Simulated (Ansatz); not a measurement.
Basis-set extrapolation for CH7FSi3, SMILES `F[SiH2][SiH]1C[SiH2]1` (PBE0-D4/def2-TZVP geometry, frozen core, the Gaussian-basis code of Ansatz). Multiplicity 1, RHF reference.

|  | def2-TZVPP | def2-QZVPP |
| --- | --- | --- |
| HF | -1008.291323 | -1008.324722 |
| MP2 correlation | -0.785567 | -0.848238 |
| CCSD(T) correlation | -0.876195 | not run |

Energies in hartree. Use E(X) = E(∞) + A·exp(−7.88·√X) for Hartree–Fock and E(X) = E(∞) + B·X^(−2.97) for correlation, with X = 3 and 4, and add CCSD(T) minus MP2 of the smaller set to the MP2 limit.

What is the CCSD(T) energy at the basis-set limit?

HF limit: -1008.324722 + (-0.033399) × 0.13774 = -1008.32932. MP2 limit: -0.848238 + (-0.062671) × 0.74074 = -0.89466. Higher-order term: -0.876195 − (-0.785567) = -0.09063. Total: -1009.31461 hartree, 386.2 kJ/mol below CCSD(T)/def2-TZVPP.
